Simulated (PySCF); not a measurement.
**Cost of excited-state runs on `C[C@@H]1[SiH2][C@H](F)[Si@@H]1C#N`, C4H8FNSi2**

Bonds (- single, = double, # triple, : aromatic): C1-C2, C2-Si3, Si3-C4, C4-F5, C4-Si6, Si6-C7, C7#N8, Si6-C2. C1 carries H9, H10, H11; C2 carries H12; Si3 carries H13, H14; C4 carries H15; Si6 carries H16. Stereochemistry as in C[C@@H]1[SiH2][C@H](F)[Si@@H]1C#N. H13 is cis to C1 on the ring; H14 is trans to C1 on the ring.

PySCF with density fitting, on 1 thread of an Arm Neoverse V1, shared host. Command: `OMP_NUM_THREADS=1 python excited_run.py task.json out`

Question: How long does this run take, and how much memory?
- circular dichroism and optical rotation, BHandHLYP/def2-SVPD; 16 states

Answer: 
| run | level | basis functions | wall time | peak memory (GiB) |
| --- | --- | --- | --- | --- |
| circular dichroism and optical rotation | BHandHLYP/def2-SVPD | 235 | 2.5 min | 1 |

Times from a shared host are rough.
